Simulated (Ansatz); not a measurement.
Br2W, SMILES [Br][W][Br] (connectivity only; charge and spin as stated), neutral, multiplicity 5.

The structure is a stationary point at r2SCAN-D4/def2-SVP. The spin state was assumed, not searched. The def2 effective core potentials stand for the cores of W; spin–orbit coupling is left out.

Two levels are set side by side: PBE/def2-TZVPD (Ansatz, a quantum-chemistry and plane-wave program) and PBE0/def2-TZVPD (Ansatz). Energy differences of separate SCF runs at the same geometry; the states with an electron removed or added have multiplicity 4 and 6. Differences are taken from unrounded values.

```csv
quantity,PBE0
vertical ionisation energy (eV),8.21
vertical electron affinity (eV),1.85
```

What does PBE give, and how far is it from PBE0? (An estimate is asked for; the answer gives what the named calculation found.)


```json
[
 {"quantity": "vertical ionisation energy (eV)", "PBE": "7.86", "PBE minus PBE0": "-0.35"},
 {"quantity": "vertical electron affinity (eV)", "PBE": "1.72", "PBE minus PBE0": "-0.12"}
]
```
